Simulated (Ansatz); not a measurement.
[TbCl6]3- (TbCl6³⁻). The state is a septet with charge -3. Geometry r2SCAN-D4/def2-SVP; atoms count from 1.

```xyz
7

Tb    0.001    0.001    0.000
Cl   -0.262   -2.512    1.024
Cl    0.265    2.515   -1.022
Cl   -0.435   -0.982   -2.506
Cl    0.431    0.981    2.507
Cl    2.679   -0.406   -0.302
Cl   -2.679    0.403    0.300
```

In the def2 sets Tb takes a core potential; there is no spin–orbit coupling. With an open 4f shell the SCF may have ended on a state above the lowest. A multiply charged anion in the gas phase is held together partly by the finite basis. Removing one electron lowers the energy by 1.84 eV at PBE0-D4/def2-TZVP, so it isn't bound. The highest occupied level of the charge -3 septet lies above zero (up to 3.35 eV). By energy differences it is unbound by 1.84 eV (vertical, against the charge -2 octet, at PBE0-D4/def2-TZVP) and held by the finite basis.

Q: Estimate the Mulliken populations from the PBE0/def2-TZVP orbitals of Ansatz.

A: 
| atom | charge (e) | spin (α − β) | d electrons |
| --- | --- | --- | --- |
| Tb1 | 1.46 | 6.04 | 10.78 |
| Cl2 | -0.74 | -0.01 | – |
| Cl3 | -0.74 | -0.01 | – |
| Cl4 | -0.74 | -0.01 | – |
| Cl5 | -0.74 | -0.01 | – |
| Cl6 | -0.74 | -0.01 | – |
| Cl7 | -0.74 | -0.01 | – |
Mulliken values depend strongly on the basis.

Q: Where does the spin sit?

A: Summed by element: Tb 6.04, Cl -0.04, of 6 unpaired in all. Largest on single atoms: Tb1 6.04, Cl6 -0.01, Cl2 -0.01.

Q: And the Mayer bond orders between heavy atoms (over 0.3)?

A: Tb1–Cl2 0.49 (2.73 Å); Tb1–Cl3 0.49 (2.73 Å); Tb1–Cl4 0.49 (2.73 Å); Tb1–Cl5 0.49 (2.73 Å); Tb1–Cl6 0.49 (2.73 Å); Tb1–Cl7 0.49 (2.73 Å).
